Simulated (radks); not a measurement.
Values are calculated unless marked as measured or tabulated.
Nb XIV, 28 electrons, occupied as [Ar] 3d10. Code: a radial shooting solver on a logarithmic mesh with Libxc functionals. Model: scalar-relativistic Kohn-Sham, PBE, spin-unpolarised, spherical densities, point nucleus.

Radial electron density D(r) = 4 pi r^2 rho(r):

| r (bohr) | D(r) (e/bohr) |
|---|---|
| 0.001717 | 2.015 |
| 0.002148 | 2.982 |
| 0.002709 | 4.433 |
| 0.003389 | 6.428 |
| 0.00424 | 9.191 |
| 0.005305 | 12.91 |
| 0.006637 | 17.75 |
| 0.008303 | 23.75 |
| 0.01047 | 30.98 |
| 0.0131 | 38.37 |
| 0.01639 | 45.16 |
| 0.0205 | 49.98 |
| 0.02565 | 51.61 |
| 0.03209 | 49.74 |
| 0.04015 | 45.86 |
| 0.05063 | 43.30 |
| 0.06335 | 45.83 |
| 0.07925 | 53.59 |
| 0.09915 | 61.57 |
| 0.124 | 62.27 |
| 0.1552 | 53.29 |
| 0.1957 | 41.75 |
| 0.2448 | 39.06 |
| 0.3063 | 44.36 |
| 0.3832 | 45.89 |
| 0.4794 | 35.87 |
| 0.5998 | 19.75 |
| 0.7564 | 7.002 |
| 0.9464 | 1.621 |
| 1.184 | 0.2191 |
| 1.481 | 0.01526 |

D(r) has 3 maxima, at r = 0.0254, 0.113, 0.357 bohr, and minima at 0.0515, 0.232 bohr, inside which lie 2.04, 11.21 electrons.
